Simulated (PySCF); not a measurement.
B3LYP has the VWN-RPA correlation part, as in Gaussian. Delta-SCF ions had no search for a lower state. Excitations are Tamm–Dancoff values on a coarser integration grid. The basis has no diffuse functions, so Rydberg states are missing or too high.

O2Se, SMILES `O=[Se]=O` (charge 0, multiplicity 1)

Method: B3LYP-D3(BJ)/def2-TZVP run with PySCF.

```
Item                                                                      Result
------------------------------------------------  ------------------------------
HOMO                                                                    -8.91 eV
dipole moment                                                             2.87 D
HOMO–LUMO gap                                                            4.54 eV
LUMO                                                                    -4.37 eV
S1 excitation (TDA)                                                      3.10 eV
S1 oscillator strength                                                     0.004
brightest of the four lowest singlets (TDA)                              5.23 eV
T1 excitation (TDA)                                                      2.29 eV
S1–T1 gap (TDA)                                                          0.81 eV
vertical ionisation energy (Delta-SCF)                                  11.77 eV
adiabatic ionisation energy (no zero-point term)                        11.71 eV
hole reorganisation energy (four-point)                              15.3 kJ/mol
total energy                                                        -69444.51 eV
cost                                              around 60 core-seconds (rough)
```

Bond lengths (Å): O1–Se2 1.612, Se2–O3 1.612. Bond angles (°): O1–Se2–O3 113.8.
